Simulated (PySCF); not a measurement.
CoHCl + HF → CoHF + HCl

Level: PBE0 in the def2-TZVP basis family, all electrons, no relativity, computed in PySCF with density fitting; open shells unrestricted.

```tsv
species	state and structure	E (Eh)	ZPE (kJ/mol)	H(298 K) − H(0) (kJ/mol)	S° (J/(mol K))
CoHCl	quartet, C∞v, Co–Cl 2.149 Å, Co–H 1.567 Å; Cl–Co–H 180.0°	-1843.22611	17.2	11.6	260.7
HF	singlet, C∞v, H–F 0.920 Å	-100.39188	24.9	8.7	173.6
CoHF	quartet, Cs, Co–F 1.770 Å, Co–H 1.568 Å; F–Co–H 161.5°	-1482.93326	16.4	11.7	259.7
HCl	singlet, C∞v, H–Cl 1.279 Å	-460.66440	17.9	8.7	186.6
```

(1) What is the electronic reaction energy?

(2) Add zero-point, thermal and entropy terms for 298.15 K and 1 bar.

## Answers

(1) At PBE0/def2-TZVP, ΔE = 53.4 kJ/mol from the differences of the total energies times 2625.5, uphill. Ligand exchange with HF takes part in thermal etching.

(2) ΔZPE = -7.8 and Δ[H(298) − H(0)] = 0.1 kJ/mol give ΔH° = 45.7 kJ/mol. ΔS° = 12.0 J/(mol K), so ΔG° = 45.7 − 298.15 × (0.0120) = 42 kJ/mol and log₁₀K = -7.4.

Open d or f shells are single determinants, so the state found may not be the ground state. Each species is the lowest minimum found with this bonding; other isomers or fragments can lie lower.
